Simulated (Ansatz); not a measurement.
Mulliken charges of ClH₆NSi₂, SMILES `N[SiH]([SiH3])Cl` from ωB97M-V/def2-TZVPP in Ansatz (PBE0-D4/def2-TZVP geometry).

| atom | x (Å) | y (Å) | z (Å) | charge (e) |
| --- | --- | --- | --- | --- |
| N1 | -0.500 | 1.640 | -0.477 | -0.353 |
| Si2 | -0.089 | 0.024 | -0.835 | 0.388 |
| Si3 | 0.678 | -1.031 | 1.104 | 0.039 |
| Cl4 | -1.670 | -1.136 | -1.538 | -0.242 |
| H5 | -1.067 | 1.857 | 0.328 | 0.122 |
| H6 | -0.658 | 2.302 | -1.220 | 0.121 |
| H7 | 0.889 | 0.060 | -1.948 | -0.029 |
| H8 | 0.872 | -2.483 | 0.855 | -0.009 |
| H9 | -0.336 | -0.854 | 2.179 | -0.018 |
| H10 | 1.963 | -0.433 | 1.555 | -0.019 |

Q: By hand: the dipole of these point charges (1 e Å = 4.8032 D).

A: Σ q r = (0.298, 0.214, 0.132) e Å, of length 0.390 e Å = 1.87 D.

Q: How does the dipole of the full density compare? (An estimate is asked.)

A: Computed: (0.040, 0.384, 0.114) e Å, 1.93 D; the point charges give 0.97 times that, at 46° from its direction.

Point charges leave out the atoms' own dipoles, such as those of lone pairs, and Mulliken's split depends on the basis, so the two needn't agree.
